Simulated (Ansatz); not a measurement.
The same path of Cl3H3HfOSi + ClH (11 atoms, charge 0, multiplicity 1) was run twice with different band settings. Lost on the way: Cl10–H11. Made: Hf1–Cl10, O2–H11.

The calculation used RHF/def2-SVP (Ansatz).

Relaxed end points:

```xyz
11
Properties=species:S:1:pos:R:3
Hf -0.267 0.142 -0.052
O -0.951 0.015 1.727
Si -1.504 -0.173 3.287
H -2.304 -1.410 3.368
H -0.347 -0.251 4.201
H -2.341 0.993 3.635
Cl 2.119 0.216 -0.004
Cl -1.058 2.186 -0.954
Cl -1.083 -1.637 -1.392
Cl 1.237 -3.033 1.862
H 2.329 -2.416 1.636
```

```xyz
11
Properties=species:S:1:pos:R:3
Hf 0.468 -0.418 0.033
O -0.138 -0.715 2.271
Si -1.576 -0.450 3.178
H -2.344 -1.704 3.208
H -1.125 -0.078 4.532
H -2.290 0.641 2.508
Cl 1.154 -0.355 -2.236
Cl 0.569 1.905 0.546
Cl -1.741 -1.277 -0.315
Cl 2.271 -1.793 0.847
H 0.582 -1.123 2.740
```

Common settings: movable images 7; climbing image yes; spring 5.0 eV/Å²; optimiser quadratic models (default); start path through a guess of the saddle point; iteration limit 60; end points relaxed.

| run | force threshold |
| --- | --- |
| 1 | 0.05 eV/Å |
| 2 | 0.5 eV/Å |

**Question.** What does each run give, and how far can it be trusted?

**Answer.** Run 1: converged after 32 iterations, highest image 0.674 eV above the first end. The profile has 2 maxima (images 3, 7) with wells between them (image 6): this band takes more than one step, which may be the mechanism or a detour left from its start path. A vibrational analysis at the climbing image gives one clearly imaginary mode, 1252i cm⁻¹: a first-order saddle point. Another band between the same ends, with other settings, climbed to 0.246 eV only, so this may not be the lowest route.
Run 2: converged after 8 iterations, highest image 0.246 eV above the first end. The threshold of 0.5 eV/Å is loose, so the images may lie well off the minimum-energy path. The order of the point at the top wasn't checked.
The orbitals stay closed-shell, which can raise the energy where a bond breaks towards radicals; this wasn't checked here.
